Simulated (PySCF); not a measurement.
## Radiative rates from a computed spectrum

C5H6FNSi.
SMILES: `C=C/C(=C/C#N)[SiH2]F`

Theory: TDDFT B3LYP/def2-SVPD, vertical, gas phase, core orbitals frozen in the response in PySCF. The structure is a single GFN2-xTB conformer in the gas phase; no vibrational or solvent corrections. Torsions of this conformer, `[CH2:1]=[CH:2]/[C:3](=[CH:4]/[C:5]#[N:6])[SiH2:7][F:8]`: C1–C2–C3–C4 173°, C2–C3–Si7–F8 -45°.

A / s⁻¹ = 0.6670 f (ν̃ / cm⁻¹)² and τ = 1/A in vacuum; |μ| follows from f = (2/3) ΔE |μ|² (atomic units, 1 au = 2.5417 D); ∫σ dE = 109.76 f Mb·eV.

These lifetimes count emission to the ground state at the vertical energy alone; relaxation of the geometry and all other decay channels are left out.

Energies and rates of the computed singlets with f of 0.002 or more:

```tsv
state	ν̃ (cm⁻¹)	A (s⁻¹)
S1	38970	5.60×10⁸
S2	43490	3.42×10⁶
S3	46580	5.40×10⁶
S4	47880	1.38×10⁸
S5	49290	1.71×10⁷
S6	51680	3.44×10⁷
S7	52520	1.31×10⁷
S8	53470	9.52×10⁶
```

Task: Go back from the rates to the oscillator strengths and transition dipoles.

Result: f = A / (0.6670 ν̃²), and |μ| follows from f:

| state | f | \|μ\| (D) | τ | main configurations (H = HOMO, L = LUMO) |
| --- | --- | --- | --- | --- |
| S1 | 0.553 | 5.49 | 1.8 ns | H→L (94%) |
| S2 | 0.0027 | 0.36 | 290 ns | H-1→L (98%) |
| S3 | 0.0037 | 0.41 | 190 ns | H-2→L (48%), H-3→L (44%) |
| S4 | 0.090 | 2.00 | 7.2 ns | H→L+1 (81%) |
| S5 | 0.011 | 0.67 | 59 ns | H-2→L (37%), H-3→L (31%), H→L+2 (14%) |
| S6 | 0.019 | 0.89 | 29 ns | H-4→L (52%), H→L+2 (35%) |
| S7 | 0.0071 | 0.54 | 77 ns | H-4→L (28%), H→L+2 (27%), H→L+3 (25%) |
| S8 | 0.0050 | 0.45 | 110 ns | H-5→L (99%) |

Task: What is the integrated cross-section of all computed states together?

Result: Σf = 0.692 over S1 to S8, so 109.76 × Σf ≈ 75.9 Mb·eV.

Task: How much energy does a mole of photons resonant with S1 carry?

Result: 4.831 eV × 96.485 = 466 kJ/mol (111 kcal/mol).

Task: By what factor does the largest A in the list exceed the smallest?

Result: S1 has 160 times the rate of S2.
